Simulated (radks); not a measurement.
The numbers below are computed, except where a source is named.
Q: All-electron atom: Ca I in [Ar] 4s2. Code: a radial shooting solver on a logarithmic mesh with Libxc functionals. Model: Dirac Kohn-Sham, LDA (Slater exchange, Perdew-Wang correlation), spin-unpolarised, spherical densities, finite nucleus; Fermi nuclear charge, rms radius 3.4776 fm. Some entries of the table are withheld. Estimate them.

| orbital | occ. | eigenvalue (hartree) | <r^2> (bohr^2) |
|---|---|---|---|
| 1s1/2 | 2 | (1) | (2) |
| 2s1/2 | 2 | -15.17893 | 0.1582 |
| 2p1/2 | 2 | (3) | (4) |
| 2p3/2 | 4 | (5) | (6) |
| 3s1/2 | 2 | -1.72085 | 1.551 |
| 3p1/2 | 2 | -1.03786 | 1.903 |
| 3p3/2 | 4 | -1.02356 | 1.928 |
| 4s1/2 | 2 | (7) | 18.15 |

A: 
(1) 1s1/2 eigenvalue (hartree): -144.6977
(2) 1s1/2 <r^2> (bohr^2): 0.007977
(3) 2p1/2 eigenvalue (hartree): -12.38290
(4) 2p1/2 <r^2> (bohr^2): 0.1322
(5) 2p3/2 eigenvalue (hartree): -12.24778
(6) 2p3/2 <r^2> (bohr^2): 0.1341
(7) 4s1/2 eigenvalue (hartree): -0.14200
